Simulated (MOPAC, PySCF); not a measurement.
H$_{3}$GaO$_{3}$, SMILES `[OH][Ga]([OH])[OH]`, neutral singlet in the gas phase. 

Cartesian coordinates (Å):
```xyz
7

O     -1.2975    -1.2684     0.2025
Ga     0.1133    -0.1931     0.0103
O      1.7162    -0.9614    -0.0246
O      0.0346     1.5913    -0.1491
H     -2.1452    -0.8140     0.2166
H      2.4287    -0.3223    -0.1305
H     -0.8502     1.9679    -0.1253
```
Charge 0, multiplicity 1.

All levels are single points at this geometry (B3LYP-D3(BJ)/def2-TZVP); Pople sets use spherical d functions. Orbital energies aren't observables, and empty levels follow the basis.

SVWN5/6-31G* in PySCF gives dipole (D) = 2.95.

Question: Estimate the dipole (D) from each of these levels: PBE-D3(BJ)/def2-TZVP in PySCF; TPSSh-D3(BJ)/def2-TZVP in PySCF; B3LYP/3-21G in PySCF; B3LYP/6-311+G** (LANL2DZ on Ga) in PySCF; B3LYP/LANL2DZ in PySCF; M06-2X/6-31G* in PySCF; PBE/6-31G* in PySCF; HF/STO-3G in PySCF; AM1 in MOPAC; PM3 in MOPAC; PM6 in MOPAC; PM7 in MOPAC.

Answer: 
| level | dipole (D) |
|---|---|
| PBE-D3(BJ)/def2-TZVP in PySCF | 2.60 |
| TPSSh-D3(BJ)/def2-TZVP in PySCF | 2.68 |
| B3LYP/3-21G in PySCF | 3.37 |
| B3LYP/6-311+G** (LANL2DZ on Ga) in PySCF | 3.12 |
| B3LYP/LANL2DZ in PySCF | 3.70 |
| M06-2X/6-31G* in PySCF | 3.10 |
| PBE/6-31G* in PySCF | 2.83 |
| HF/STO-3G in PySCF | 2.29 |
| AM1 in MOPAC | 2.60 |
| PM3 in MOPAC | 2.36 |
| PM6 in MOPAC | 2.85 |
| PM7 in MOPAC | 2.98 |
